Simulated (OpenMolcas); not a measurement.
**S4+: effect of the basis set**

- Program: OpenMolcas 26.06
- Method: CASSCF
- Active space: 2 electrons in 8 orbitals (3s 3p 4s 4p)
- State averaging: 2S+1 = 3 even, 3 roots; 2S+1 = 1 even, 7 roots; 2S+1 = 3 odd, 3 roots; 2S+1 = 1 odd, 3 roots
- Spin-orbit coupling: state interaction with AMFI integrals over the reference wave functions, term energies averaged over their components

A. ANO-RCC-VTZP [5s4p2d1f], DKH2, point nucleus; cost roughly 16 core-seconds
B. ANO-R2 [5s4p3d1f], X2C, finite nucleus; cost of the order of 11 core-seconds
C. ANO-RCC-VQZP [6s5p3d2f1g], DKH2, point nucleus; cost about 13 core-seconds
D. ANO-RCC [8s7p5d4f2g], DKH2, point nucleus; cost about 29 core-seconds

Energies in cm⁻¹ above 3s² ¹S₀, the measured ground level; measured values from NIST levels in Podobedova, Kelleher and Wiese, J. Phys. Chem. Ref. Data 38, 171 (2009); Martin, Zalubas and Musgrove, J. Phys. Chem. Ref. Data 19, 821 (1990).

```tsv
Level	A	B	C	D	Measured
3s² ¹S₀	0.0	0.0	0.0	0.0	0.0
3s 3p ³P°₀	83079	83382	82890	82835	83024
3s 3p ³P°₁	83410	83710	83220	83172	83394
3s 3p ³P°₂	84081	84378	83891	83856	84155
3s 3p ¹P°₁	140934	140060	140719	140571	127151
3p² ³P₀	201526	202261	201408	201292	199967
3p² ³P₁	201869	202607	201752	201645	200371
3p² ³P₂	202509	203251	202393	202302	201146
3p² ¹D₂	217563	217956	217377	217255	193739
3p² ¹S₀	249978	249802	249595	249396	235350
```

Deviations, from unrounded energies. A percentage is the sum of absolute deviations over the sum of measured energies, with the sign that they share, or ± where signs differ.

```json
{"Against measurement": "mean absolute deviation (cm-1)", "Levels": "9", "A": "6300", "B": "6600", "C": "6200", "D": "6200"}
{"Against measurement": "other configurations (%)", "Levels": "9", "A": "±4.0", "B": "+4.2", "C": "±4.0", "D": "±3.9"}
```

A, C, D lie about equally close to measurement and B furthest from it. The largest miss of D in the table is 3p² ¹D₂, by +24000 cm-1. The ranking rests on the paired levels alone, and a cruder setting can come out closer through cancelling errors.

Among A to D the level of the table that moves most is 3p² ³P₀, by 970 cm-1 (lowest in D, highest in B).

Active for correlation alone: 4p 4s; no level in the range computed is led by a configuration that fills them, so any true level of that kind is missing. The ¹D term of p² mixes with s d, which this space lacks. Measured partners are found by configuration, term and J. A level has none where our copy of the source lacks it or the pairing is in doubt (some pairs that miss far off the trend of their configuration count as doubtful), and it then counts in no deviation. Only configurations of the active space appear.

° marks odd parity.
